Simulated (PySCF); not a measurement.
# Rh²⁺ (rhodium, charge +2) across methods

[Kr] 4d7, high-spin 4F determinant. All numbers are calculated (PySCF 2.14, a scalar-relativistic core potential, in aug-cc-pVTZ-PP with ECP28MDF). The B2PLYP total includes its PT2 part (frozen core); its orbital energies are those of the SCF part.

| method | E (hartree) | mean ε 4p β (eV) | mean ε 4d α (eV) | mean ε 4d β (eV) | Σ⟨r²⟩ (bohr²) | ⟨S²⟩ |
| --- | --- | --- | --- | --- | --- | --- |
| LDA | -108.9200 | -70.167 | -26.761 | -24.804 | 28.01 | 3.751 |
| PBE | -109.1776 | -70.030 | -26.592 | -24.778 | 27.81 | 3.751 |
| UHF | -108.56634 | -81.209 | -33.516 | -30.919 | 27.32 | 3.755 |
| wB97M-V | -109.1167 | -75.917 | -30.916 | -29.110 | 27.65 | 3.752 |
| B2PLYP | -109.0180 | -76.223 | -30.353 | -28.243 | 27.56 | 3.753 |
| M06-L | -109.2733 | -70.830 | -26.590 | -24.780 | 27.35 | 3.754 |
| r2SCAN | -109.2145 | -71.111 | -26.969 | -24.837 | 27.58 | 3.753 |
| PBE0 | -109.1785 | -73.131 | -28.533 | -26.550 | 27.61 | 3.752 |

Question: Estimate the same row for r2SCAN0.

Answer: E (hartree) = -109.1924; mean ε 4p β (eV) = -73.843; mean ε 4d α (eV) = -28.835; mean ε 4d β (eV) = -26.615; Σ⟨r²⟩ (bohr²) = 27.48; ⟨S²⟩ = 3.753.

Energies and moments cover only the electrons outside the core potential.
